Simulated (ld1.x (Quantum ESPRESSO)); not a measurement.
# PW91 ultrasoft dataset for Te, scalar-relativistic all-electron reference.

tellurium, ultrasoft, made with ld1.x (Quantum ESPRESSO) 7.5 (PW91, scalar-relativistic). Core [Kr] 4d10, reference 5s2 5p2 (charge +2). Waves: 5s (bound): rcut 1.55, rcutus 1.90 bohr; 5s channel at -0.9 Ry: rcut 1.55, rcutus 1.90 bohr; 5p (bound): rcut 1.75, rcutus 2.05 bohr; 5p channel at 0.5 Ry: rcut 1.75, rcutus 2.05 bohr. Local part: all-electron potential smoothed inside 1.50 bohr (lloc = -1). Core correction: a·sin(br)/r model core inside 1.70 bohr. Augmentation charge: PSQ, inside the norm-conserving radii.

Problem. Does the generator finish with these settings?

Solution. Yes, a potential is produced and its reference levels are reproduced.

Problem. Estimate the cutoffs (Ry, on a coarse ladder) from which the occupation-weighted sum of valence levels, in a spherical-Bessel basis at the reference potential, stays within 10 and 1 mRy of its value at 400 Ry.

Solution. 10 Ry and 15 Ry.

Problem. What does a ghost test show?

Solution. Ghost states, extra bound levels that the all-electron valence spectrum of the same l lacks: s at -66.3 eV, d at -28.3 eV. A true bound ghost makes a file unfit for plane-wave use.

Problem. Is the overlap operator S = 1 + Σ q|β⟩⟨β| positive definite (Bessel basis up to 400 Ry)?

Solution. Yes: its lowest eigenvalue is 0.34 (s channel).

Problem. Which valence shell sets the plane-wave cutoff?

Solution. 5s: its level needs 12 Ry to come within 1 mRy, against 8 Ry for 5p.

Problem. Tests: 5s2 5p4; 5s2 5p3; 5s2 5p1; 5s0 5p6; 5s1 5p4; 5s1 5p5; 5s2 5p4.3. Which has the largest error in its energy relative to the reference configuration, and how large is it?

Solution. 5s2 5p1, with -37 meV (all-electron minus pseudo) on +26.99 eV.
